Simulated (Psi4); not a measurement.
CH₂Cl (SMILES [CH2]Cl), doublet, at a GFN2-xTB geometry; MP2/aug-cc-pVDZ (Psi4).

The Psi4 input:
```
memory 2 GB

molecule mol {
0 2
  C     0.001280   -0.213169   -1.078047
  Cl   -0.000672    0.111933    0.566070
  H     0.942726   -0.308186   -1.577080
  H    -0.938979   -0.315655   -1.577838
}

set basis aug-cc-pvdz
set reference uhf
set freeze_core true
set mp2_type conv
set scf_type pk
set puream true
set d_convergence 1e-8

energy('mp2')
print_variables()
```

### Question
What does Psi4 print? Leave out banner, timings and long lists.

### Answer

```
   => Loading Basis Set <=

    Name: AUG-CC-PVDZ
    Role: ORBITAL
    Keyword: BASIS

         ---------------------------------------------------------
                                   SCF
               by Justin Turney, Rob Parrish, Andy Simmonett
                          and Daniel G. A. Smith
                              UHF Reference
         ---------------------------------------------------------

  ==> Geometry <==

    Molecular point group: c1
    Full point group: C1

    Geometry (in Angstrom), charge = 0, multiplicity = 2:

       Center              X                  Y                   Z               Mass
    ------------   -----------------  -----------------  -----------------  -----------------
         C            0.001369063854    -0.228018962142    -1.153145222834    12.000000000000
         CL          -0.000582936146     0.097083037858     0.490971777166    34.968852682000
         H            0.942815063854    -0.323035962142    -1.652178222834     1.007825032230
         H           -0.938889936146    -0.330504962142    -1.652936222834     1.007825032230

  Running in c1 symmetry.

  Rotational constants: A =      9.44781  B =      0.54275  C =      0.51326 [cm^-1]
  Rotational constants: A = 283238.35493  B =  16271.22274  C =  15387.26874 [MHz]
  Nuclear repulsion =   45.986358928274541

  Charge       = 0
  Multiplicity = 2
  Electrons    = 25
  Nalpha       = 13
  Nbeta        = 12

  ==> Algorithm <==

  SCF Algorithm Type is PK.
  DIIS enabled.
  MOM disabled.
  Fractional occupation disabled.
  Guess Type is SAD.
  Energy threshold   = 1.00e-08
  Density threshold  = 1.00e-08
  Integral threshold = 1.00e-12

  ==> Primary Basis <==

  Basis Set: AUG-CC-PVDZ
    Blend: AUG-CC-PVDZ
    Number of shells: 30
    Number of basis functions: 68
    Number of Cartesian functions: 72
    Spherical Harmonics?: true
    Max angular momentum: 2

  ==> Integral Setup <==

  Using in-core PK algorithm.
   Calculation information:
      Number of atoms:                   4
      Number of AO shells:              30
      Number of primitives:             92
      Number of atomic orbitals:        72
      Number of basis functions:        68

      Integral cutoff                 1.00e-12
      Number of threads:                 1

  Performing in-core PK
  Using 5506062 doubles for integral storage.
  We computed 108345 shell quartets total.
  Whereas there are 108345 unique shell quartets.

  ==> DiskJK: Disk-Based J/K Matrices <==

    J tasked:                  Yes
    K tasked:                  Yes
    wK tasked:                  No
    Schwarz Cutoff:          1E-12

  Minimum eigenvalue in the overlap matrix is 7.0076058374E-04.
  Reciprocal condition number of the overlap matrix is 1.0093673066E-04.
    Using symmetric orthogonalization.

  ==> Pre-Iterations <==

  SCF Guess: Superposition of Atomic Densities via on-the-fly atomic UHF (no occupation information).

   -------------------------
    Irrep   Nso     Nmo
   -------------------------
     A         68      68
   -------------------------
    Total      68      68
   -------------------------

  ==> Iterations <==

                        Total Energy        Delta E     RMS |[F,P]|

   @UHF iter SAD:  -498.07619827969063   -4.98076e+02   0.00000e+00
   @UHF iter   1:  -498.44830527546549   -3.72107e-01   2.97930e-03 DIIS/ADIIS
   @UHF iter   2:  -498.48013964844250   -3.18344e-02   1.35426e-03 DIIS/ADIIS
   @UHF iter   3:  -498.48657485559028   -6.43521e-03   5.17010e-04 DIIS/ADIIS
   @UHF iter   4:  -498.48880382569030   -2.22897e-03   2.22248e-04 DIIS/ADIIS
   @UHF iter   5:  -498.48933173310223   -5.27907e-04   1.02887e-04 DIIS/ADIIS
   @UHF iter   6:  -498.48946167724444   -1.29944e-04   2.77449e-05 DIIS
   @UHF iter   7:  -498.48946862660455   -6.94936e-06   9.92857e-06 DIIS
   @UHF iter   8:  -498.48946949195425   -8.65350e-07   4.43807e-06 DIIS
   @UHF iter   9:  -498.48946970015896   -2.08205e-07   1.47935e-06 DIIS
[...]
  @UHF Final Energy:  -498.48946972477358
    Total Energy =                       -498.4894697247735849
  DIE_IF_NOT_CONVERGED          => (empty)
[...]
  ORTH_TYPE                     => (empty)
  OS_SCALE                      => (empty)
  PARENT_SYMMETRY               => (empty)
  PCG_BETA_TYPE                 => (empty)
  PCG_CONVERGENCE               => (empty)
  PCG_MAXITER                   => (empty)
  PCM                           => (empty)
  PE                            => (empty)
  PRINT                         => (empty)
  PRINT_NOONS                   => (empty)
  PROPERTIES                    => (empty)
  PROPERTIES_ORIGIN             => (empty)
  PUREAM                        => TRUE            !
  QC_MODULE                     => (empty)
  RAS1                          => (empty)
  RAS2                          => (empty)
  RAS3                          => (empty)
  RAS4                          => (empty)
  RELATIVISTIC                  => (empty)
  RELAXED                       => (empty)
  REMP_A                        => (empty)
  RESTRICTED_DOCC               => (empty)
  RESTRICTED_UOCC               => (empty)
  RMS_MOGRAD_CONVERGENCE        => (empty)
  R_CONVERGENCE                 => (empty)
  SCF_TYPE                      => PK              !
  SCREENING                     => (empty)
  SCS_TYPE                      => (empty)
  SOCC                          => (empty)
  SOS_TYPE                      => (empty)
  SPIN_SCALE_TYPE               => NONE            !
  SS_SCALE                      => (empty)
  SYMMETRIZE                    => (empty)
  TPDM_ABCD_TYPE                => (empty)
  WFN                           => (empty)
  WFN_TYPE                      => OMP2            !
  WRITER_FILE_LABEL             => (empty)
  ZORA_BASIS_TOLERANCE          => (empty)
  ZORA_NR_DEBUG                 => (empty)
  ZORA_PRUNING_SCHEME           => (empty)
  ZORA_RADIAL_POINTS            => (empty)
  ZORA_SPHERICAL_POINTS         => (empty)

 ==============================================================================
 ==============================================================================
 ==============================================================================

                             MP2
                    Program Written by Ugur Bozkaya,
              Additional Contributions by J. P. Misiewicz

 ==============================================================================
 ==============================================================================
 ==============================================================================

	MO spaces per irreps...

	IRREP   FC   AOCC  BOCC  AVIR    BVIR  FV
	==========================================
	   A     6     7     6    55     56     0
	==========================================

	Computing MP2 energy using SCF MOs (Canonical MP2)...
	==============================================================================
	Nuclear Repulsion Energy (a.u.)    :    45.98635892827454
	SCF Energy (a.u.)                  :  -498.48946972477358
	REF Energy (a.u.)                  :  -498.48946972477358
	Alpha-Alpha Contribution (a.u.)    :    -0.03905067275942
	Alpha-Beta Contribution (a.u.)     :    -0.20250397377744
	Beta-Beta Contribution (a.u.)      :    -0.02889910263243
	Scaled_SS Correlation Energy (a.u.):    -0.02264992513062
	Scaled_OS Correlation Energy (a.u.):    -0.24300476853292
	SCS-MP2 Total Energy (a.u.)        :  -498.75512441843711
	SOS-MP2 Total Energy (a.u.)        :  -498.75272489068425
	SCSN-MP2 Total Energy (a.u.)       :  -498.60906132946326
	SCS-MP2-VDW Total Energy (a.u.)    :  -498.78264969890466
	SOS-PI-MP2 Total Energy (a.u.)     :  -498.77297528806201
	MP2 Correlation Energy (a.u.)      :    -0.27045374916929
	MP2 Total Energy (a.u.)            :  -498.75992347394288
	==============================================================================

  Variable Map:
  ----------------------------------------------------------------------------
[...]
  Array Variable Map:
  ----------------------------------------------------------------------------
[...]
[...]
```
